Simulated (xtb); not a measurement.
B(H)2(SH) (BH₃S), SMILES BS. All values are semi-empirical tight-binding results from xtb (GFN2-xTB unless named), good for trends rather than for accurate numbers. Geometry: GFN2-xTB.

```json
{
  "point_group_as_xtb_finds_it": "Cs",
  "orbital_gap": "4.27 eV",
  "zero_point_energy": "18.3 kcal/mol",
  "G − E(el) at 298.15 K (modified RRHO)": "3.5 kcal/mol",
  "static polarisability (D4 model)": "36.7 bohr³",
  "solvation energy, GFN2-xTB/ALPB(water)": "-1.2 kcal/mol",
  "solvation energy, GFN2-xTB/ALPB(chcl3)": "-3.6 kcal/mol"
}
```
